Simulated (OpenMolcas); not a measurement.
# Lines of Re2+: computed and rescaled rates

```json
{
  "Program": "OpenMolcas 26.06",
  "Method": "RASSCF",
  "Basis": "ANO-RCC-VTZP [8s7p5d3f2g1h]",
  "Scalar Hamiltonian": "DKH2, point nucleus",
  "Active space": "11 electrons in 8 orbitals (RAS1 5p, at most 2 holes; RAS2 5d)",
  "State averaging": "2S+1 = 6 even, 1 root; 2S+1 = 4 even, 24 roots; 2S+1 = 2 even, 75 roots",
  "Spin-orbit coupling": "state interaction with AMFI integrals over the reference wave functions, term energies averaged over their components"
}
```

Rates come from the transition moments of the reference wave functions (E1 and E2 in the length form). At fixed line strength A goes as λ^-3 for E1 and M1 and as λ^-5 for E2, so a rate at the computed wavelength can be rescaled to the measured one. Measured vacuum wavelengths follow from level energies in the list in Brasseur, Gamrath and Quinet, At. Data Nucl. Data Tables 157, 101636 (2024). Branching counts decays inside the model space alone, at computed energies, and the table is only a selection of the M1 lines, drawn from those between levels with measured partners whose computed energy lies within a factor of 1.5 of the measured one.

```csv
Upper,Lower,Type,λ computed (nm),λ measured (nm),A computed (s-1),A rescaled (s-1),Branching %
5d5 4G 9/2,5d5 4G 7/2,M1,8345,6872,6.22e-02,1.11e-01,93.8
5d5 2I 13/2,5d5 2I 11/2,M1,4072,4136,1.43e-01,1.36e-01,25.8
5d5 2I 11/2,5d5 4G 9/2,M1,1058,1278,9.97e-01,,21.1
5d5 2I 11/2,5d5 4G 11/2,M1,1005,1227,3.73e+00,,78.9
5d5 2I 13/2,5d5 4G 11/2,M1,806,946.3,4.08e-01,,73.7
5d5 4F 5/2 [61 %],5d5 4G 7/2,M1,614.8,745.6,3.50e+00,,30.4
5d5 4G 7/2,5d5 6S 5/2,M1,437.9,592.1,1.37e-01,,17.4
5d5 4D 7/2,5d5 6S 5/2,M1,354.7,488.9,8.41e-01,,20.2
```

Spin-changing lines and M1 lines between different terms are not rescaled, since their strength hangs on the term gaps too.

The largest correction is for 5d5 4G 9/2 → 5d5 4G 7/2 (M1): 6.22e-02 × (8345 / 6872)^3 = 1.11e-01 s-1, a factor of 1.79.

These are rates of the free ion; in crystals, glasses and complexes forced electric-dipole and non-radiative decay shorten such lifetimes by orders of magnitude. No measured rate stands beside these. Rescaling mends the energy factor alone: line strengths can still be far off where a level mixes with configurations outside the active space, and weak or spin-changing lines hang on small mixing coefficients that depend on the term gaps too, so rescaling need not improve them.

Without dynamic correlation excited terms often stand tens of per cent too high (terms of higher spin than the ground term too low), and those without a measured partner can miss by more than the paired ones. Some levels mix across a computed gap that differs much from the measured one, so their mixing is not that of the real levels. Active for correlation alone: 5p; no level in the range computed is led by a configuration that opens it, so any true level of that kind is missing. Computed and measured levels are paired by configuration, term and J; levels that our copy of the source lacks, or whose pairing is in doubt (as where it misses far off the trend of its configuration), stay unpaired. Only configurations of the active space appear.

A share in square brackets marks a mixed level and gives the weight of the term that names it.
